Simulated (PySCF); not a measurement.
# Orbital picture of NaCa⁺

M06 at R = 3.564 Å; Na def2-SVP, Ca def2-SVP; no relativity (PySCF 2.14). State: ¹Σ⁺ (singlet), closed shell. Only the outer orbitals are listed, counted within each symmetry.

| orbital | occ. | ε (eV) | on Na (%) | main shells (%) |
| --- | --- | --- | --- | --- |
| 6σ | 2 | -55.04 | 0 | 100 Ca s |
| 2π | 2 | -37.89 | 100 | 100 Na p |
| 2π | 2 | -37.89 | 100 | 100 Na p |
| 7σ | 2 | -37.87 | 100 | 100 Na p |
| 3π | 2 | -34.82 | 0 | 100 Ca p |
| 3π | 2 | -34.82 | 0 | 100 Ca p |
| 8σ | 2 | -34.79 | 0 | 100 Ca p |
| 9σ | 2 | -8.65 | 19 | 78 Ca s, 14 Na s |
| 10σ | 0 | -5.82 | 56 | 56 Na s, 21 Ca p, 17 Ca s |
| 4π | 0 | -4.94 | 17 | 74 Ca d, 16 Na p, 9 Ca p |
| 4π | 0 | -4.94 | 17 | 74 Ca d, 16 Na p, 9 Ca p |

**Question.** Which are the highest filled and the lowest empty level, where do they sit, and how wide is the gap?

**Answer.** Highest filled 9σ at -8.65 eV (in %: 78 Ca s, 14 Na s); lowest empty 10σ at -5.82 eV (in %: 56 Na s, 21 Ca p, 17 Ca s); the gap at M06 is 2.83 eV.

| Property | Result |
| --- | --- |
| bond order (Mayer) | 0.61 |
| ⟨S²⟩ | 0.000 |
| charge on Na (Mulliken, basis-dependent) | 0.62 |
| charge on Na (Löwdin, basis-dependent) | 0.43 |
| dipole moment (positive dipole points towards Ca; it is taken about the centre of mass and depends on that origin) | -3.77 D |

Closed-shell solutions of metal pairs were not tested for spin polarisation, which can lower them a little.
